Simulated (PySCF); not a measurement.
Harmonic spectrum computed at B3LYP in the def2-TZVP basis family (core potentials from Rb on, PySCF, no spin–orbit coupling):

```tsv
ω (cm⁻¹)	IR (km/mol)
308	0.0
955	269
1010	86.1
```

Problem. Which molecule gave it? In each, all ligands are bound to the one heavy central atom.
A. NbO₂ (doublet)
B. TaO₂ (doublet)
C. MoO₂ (triplet)
D. TiO₂ (singlet)

Solution. C. It has C2v symmetry with Mo–O 1.697 Å (×2).
